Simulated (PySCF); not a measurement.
Compound: C4H11Al2NO2.
SMILES: `N#C[CH2][AlH-]1[O+]([AlH2-][O+]1C)C`

Torsions of this conformer, `[CH3:1][O+:2]1[AlH2-:3][O+:4]([CH3:5])[AlH-:6]1[CH2:7][C:8]#[N:9]`: O4–Al6–C7–C8 53°.

The closed-shell ground state was solved at several levels (PySCF, density fitting, gas phase, non-relativistic). Isolated species at its PBE0-D3(BJ)/def2-SVP geometry (one conformer only).

| level | basis functions | total energy (Eh) | HOMO (eV) | LUMO (eV) | gap (eV) | dipole (D) |
| --- | --- | --- | --- | --- | --- | --- |
| HF/pcSseg-1 | 222 | -845.9669 | -10.77 | 2.43 | 13.20 | 4.52 |
| CAM-B3LYP/def2-SVPD | 282 | -848.6900 | -9.12 | 0.20 | 9.32 | 4.34 |

**Question.** Estimate the row for PBE0/pcSseg-1, a basis of 222 functions; the other rows only guide the guess.

**Answer.** Total energy -848.5369 Eh, HOMO -7.76 eV, LUMO -0.49 eV, gap 7.27 eV, dipole 4.34 D.

**Question.** Over all these levels, which gives the widest orbital gap and which the narrowest?

**Answer.** HF/pcSseg-1 (Hartree–Fock, all exact exchange) has the widest, 13.20 eV, and PBE0/pcSseg-1 (global hybrid, 25 % exact exchange) the narrowest, 7.27 eV. The two share the basis. From the narrowest to the widest the HOMO moves by -3.01 eV and the LUMO by +2.92 eV. The HOMO need not be the same orbital at Hartree–Fock and at DFT levels.

**Question.** How far do the dipole and the HOMO energy spread over the levels?

**Answer.** The dipole runs from 4.34 to 4.52 D (mean 4.40 D) and the HOMO from -10.77 to -7.76 eV.
